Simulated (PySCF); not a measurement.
(3R)-1-fluoro-3-methylcyclobutene (C₅H₇F), SMILES C[C@H]1C=C(F)C1.

Geometry optimised at PBE-D3(BJ)/def2-SVP.

Calculation: PBE-D3(BJ)/def2-SVP run with PySCF.

Harmonic, unscaled wavenumbers; measured fundamentals usually lie a few per cent lower.

Computed vibrational spectrum:
```csv
mode,ν (cm⁻¹),IR (km/mol),moving atoms (share of kinetic energy)
1,135,0.1,"C 51 %, F 27 %, H 21 %"
2,247,0.0,"H 87 %, C 8 %"
3,304,0.2,"C 50 %, H 40 %, F 9 %"
4,430,5.5,"C 53 %, H 36 %, F 11 %"
5,434,3.8,"C 50 %, H 30 %, F 20 %"
6,441,0.4,"C 58 %, H 33 %, F 9 %"
7,631,6.2,"C 45 %, F 38 %, H 17 %"
8,770,12.3,"C 53 %, H 43 %"
9,798,25.4,"H 63 %, C 36 %"
10,869,1.7,"C 50 %, H 49 %"
11,895,6.0,"H 79 %, C 21 %"
12,961,27.2,"C 75 %, H 19 %"
13,1006,9.7,"H 58 %, C 37 %"
14,1028,1.9,"H 71 %, C 28 %"
15,1046,3.7,"H 64 %, C 35 %"
16,1123,0.4,"H 52 %, C 48 %"
17,1128,2.9,"H 61 %, C 38 %"
18,1163,4.1,"H 63 %, C 36 %"
19,1199,12.3,"H 56 %, C 40 %"
20,1298,84.1,"C 57 %, H 42 %"
21,1316,66.9,"C 57 %, H 37 %"
22,1344,2.7,"H 69 %, C 31 %"
23,1399,7.2,"H 81 %, C 19 %"
24,1415,5.4,H 94 %
25,1419,3.5,H 96 %
26,1691,146.4,C 93 %
27,2963,25.3,H 97 %
28,2968,26.5,H 92 %
29,2983,22.9,H 95 %
30,3042,12.5,"H 90 %, C 10 %"
31,3055,19.5,"H 91 %, C 9 %"
32,3055,19.8,"H 91 %, C 9 %"
33,3165,3.7,"H 91 %, C 9 %"
```
